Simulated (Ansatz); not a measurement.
Cost and result for the atomization energy of C2H10GeN2 (`C[NH][GeH2][NH]C`) (15 atoms, 14 bonds).

Cartesian coordinates in Å:
```
C 1.631 1.140 0.832
N 1.080 0.851 -0.477
Ge -0.733 0.781 -0.705
N -1.267 -0.652 0.298
C -0.836 -1.986 -0.069
H 1.573 2.198 1.124
H 2.680 0.835 0.883
H 1.090 0.560 1.583
H 1.577 1.313 -1.224
H -0.937 0.648 -2.232
H -1.529 1.981 -0.137
H -2.229 -0.618 0.597
H -1.371 -2.414 -0.929
H 0.227 -1.964 -0.318
H -0.955 -2.673 0.775
```

Total charge 0; spin multiplicity 1. Correlated methods include outer-core shells of Ge, which these sets cover unevenly. Scalar relativity is left out up to krypton. The structure was optimised at the PBE0-D4/def2-TZVP level. It is one conformer, not always the lowest. Program: Ansatz. All runs use 2 threads of an AMD EPYC 7R13 on a shared host and a share of an NVIDIA H100 80 GB. Times are those of one run each, without the atoms' runs, and a repeat can differ threefold. Electronic energies, without spin–orbit coupling; frozen cores. CCSD(T)/CBS adds CCSD(T) − MP2 in def2-TZVPP to the MP2 limit, and its time is that of the two runs behind it. T1 = 0.011. With those shells the extrapolation isn't a true limit. B3LYP takes the VWN-RPA correlation (the form of Gaussian; ORCA's B3LYP/G).

CCSD(T)/CBS is a level of theory with its own doubt, some kJ/mol a heavy atom from the limit and from the frozen cores, so smaller differences don't rank the functionals.

```
                             level  functions  wall time
                 B2PLYP/def2-TZVPP        312       14 s
                PBE0-D4/def2-TZVPP        312       14 s
 B3LYP-D4/def2-TZVPP (with forces)        312       14 s
   PBE-D4/def2-TZVPP (with forces)        312       16 s
r2SCAN-D4/def2-TZVPP (with forces)        312       16 s
                CCSD(T)/def2-TZVPP        312       19 s
                    MP2/def2-QZVPP        617       19 s
                ωB97X-V/def2-TZVPP        312       20 s
                 CCSD(T)/CBS(def2)          –       38 s
  ωB97M-V/def2-TZVPP (with forces)        312       39 s
```

(1) What atomization energy does each give, and how far from CCSD(T)/CBS? (Best estimate.)

Results:

(1) The calculation gave: 
| level | atomization (kcal/mol) | difference from CCSD(T)/CBS | per bond |
| --- | --- | --- | --- |
| B2PLYP/def2-TZVPP | 1224.2 | -14.6 | -1.0 |
| PBE0-D4/def2-TZVPP | 1235.9 | -2.9 | -0.2 |
| B3LYP-D4/def2-TZVPP (with forces) | 1240.0 | 1.2 | 0.1 |
| PBE-D4/def2-TZVPP (with forces) | 1255.4 | 16.6 | 1.2 |
| r2SCAN-D4/def2-TZVPP (with forces) | 1232.4 | -6.4 | -0.5 |
| CCSD(T)/def2-TZVPP | 1207.5 | -31.3 | -2.2 |
| MP2/def2-QZVPP | 1231.8 | -7.0 | -0.5 |
| ωB97X-V/def2-TZVPP | 1243.5 | 4.7 | 0.3 |
| CCSD(T)/CBS(def2) | 1238.8 | 0.0 | 0.0 |
| ωB97M-V/def2-TZVPP (with forces) | 1238.5 | -0.3 | 0.0 |

The D4 term adds +11.2 kcal/mol with B3LYP and +6.0 kcal/mol with PBE0; it sums over pairs of atoms, weighted by their polarisabilities, and B3LYP, whose exchange is more repulsive, gets the larger term. From PBE to PBE0 (25 % exact exchange), in def2-TZVPP and without D4, the atomization energy moves by −18.5 kcal/mol: exact exchange takes away binding that semilocal exchange gives to molecules. In def2-TZVPP, CCSD(T) changes the Hartree–Fock value by +333.3 kcal/mol (the triples alone add +16.6 kcal/mol) and MP2 by +339.2 kcal/mol; breaking electron pairs costs correlation energy, which Hartree–Fock lacks.
